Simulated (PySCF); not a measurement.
Two species compared at the same levels of theory.

First species: C12H14.
Structure used (PBE0-D3(BJ)/def2-SVP), in Å, numbered top down from 1:
```
atom  x, y, z in Å
C1     3.5242   -0.7170   -1.8737
C2     2.4738   -0.8907   -1.2954
C3     1.2150   -1.0968   -0.5940
C4     0.2051    0.0874   -0.7074
C5     0.0199    0.4055    0.7881
C6    -0.8877    1.4764    1.1331
C7    -1.6569    2.3684    1.4255
C8    -2.5739    3.4411    1.7746
C9     1.4888    0.3539    1.2897
C10    1.3552   -1.1407    0.9443
C11   -0.1122   -1.0178    1.4204
C12   -1.2026   -1.9703    0.9926
H13    4.4553   -0.5686   -2.3882
H14    0.7684   -2.0335   -0.9669
H15   -0.7363   -0.2008   -1.1959
H16    0.6251    0.9444   -1.2515
H17   -2.0638    4.4174    1.7690
H18   -2.9996    3.2926    2.7795
H19   -3.4115    3.4983    1.0615
H20    2.2352    0.9494    0.7430
H21    1.5586    0.5377    2.3706
H22    2.0385   -1.8992    1.3481
H23   -0.1236   -0.9056    2.5164
H24   -1.0636   -2.9577    1.4601
H25   -1.2426   -2.1215   -0.0962
H26   -2.1857   -1.5875    1.3081
```

Second species: C12H14.
InChI=1S/C12H14/c1-3-10(4-2)12-8-9-5-6-11(12)7-9/h1,4,8-11H,2,5-7H2/t9-,10-,11+/m0/s1

Levels: wB97X-D/def2-SVPD for HOMO energy, LUMO energy, HOMO–LUMO gap and static isotropic polarisability; TDDFT wB97X-D/def2-SVPD for lowest singlet excitation; TDA wB97X-D/def2-SVPD for lowest triplet excitation (Tamm–Dancoff). Geometries: PBE0-D3(BJ)/def2-SVP. Each structure is a single optimised conformer of the isolated species, non-relativistic unless stated; the electronic structure was computed with PySCF and density fitting.

```
                                property  column X  column Y
                             HOMO energy  -8.89 eV  -8.57 eV
                             LUMO energy   2.14 eV   1.79 eV
                           HOMO–LUMO gap  11.03 eV  10.36 eV
               lowest singlet excitation   6.34 eV   6.41 eV
lowest triplet excitation (Tamm–Dancoff)   5.33 eV   4.18 eV
         static isotropic polarisability  136.3 au  131.3 au
```

Task: Which column belongs to which species?

Result: Column X is the first species and column Y the second. The first has 26 atoms and 86 electrons, the second 26 and 86.

Task: How does each property change from the first species to the second?

Result: HOMO energy +0.32 eV; LUMO energy -0.35 eV; HOMO–LUMO gap -0.67 eV; lowest singlet excitation +0.07 eV; lowest triplet excitation (Tamm–Dancoff) -1.15 eV; static isotropic polarisability -5.0 au.

On the first: The vertical singlet–triplet gap S1 − T1 is 1.01 eV (TDDFT singlet less Tamm–Dancoff triplet). The 10 singlets span 6.34 to 7.75 eV, and their oscillator strengths add up to 0.16.

On the second: The polarisability is 19.46 Å³ as a volume (1 au = 0.148185 Å³), or 1.53 au for each of the 86 electrons. The 10 singlets span 6.41 to 7.67 eV, and their oscillator strengths add up to 0.76.
